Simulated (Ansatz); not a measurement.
CH4O3Si can be A, `O[SiH]1OCO1`, or B, `O[Si]1(O)CO1`.

Gas-phase electronic energies from Ansatz, PBE0-D4/def2-TZVP geometries. CCSD(T)/CBS is the MP2 limit (def2-TZVPP, def2-QZVPP) plus CCSD(T) − MP2 in def2-TZVPP, frozen cores. DFT in def2-TZVPP. Each species was taken in one conformer, which may not be the lowest.

(1) Which is lower in electronic energy at CCSD(T)/CBS, and by how much? (Best estimate.)

(2) Give E(B) − E(A) in kJ/mol with r2SCAN-D4, CCSD(T)/def2-TZVPP, B2PLYP, PBE-D4, BLYP-D4, LDA (SPW92), ωB97M-V. (Best estimate.)

(3) Does the order hold for the free energy at 298.15 K (harmonic terms from PBE0-D4)? (Estimate.)

Largest T1 diagnostic: 0.012.

Results:

(1) Computed: A, by 33.6 kJ/mol.

(2) Computed: r2SCAN-D4 30.3, CCSD(T)/def2-TZVPP 38.5, B2PLYP 35.2, PBE-D4 30.2, BLYP-D4 27.5, LDA (SPW92) 38.2, ωB97M-V 37.1. None reverses the order clearly.

(3) Ansatz gave: Yes: G(B) − G(A) = +29.2 kJ/mol, for one conformer each.

From PBE to PBE0 (25 % exact exchange), in def2-TZVPP and without D4, E(B) − E(A) moves by +7.0 kJ/mol. In def2-TZVPP, CCSD(T) changes the Hartree–Fock value by −19.1 kJ/mol (the triples alone add −2.2 kJ/mol) and MP2 by −23.4 kJ/mol.
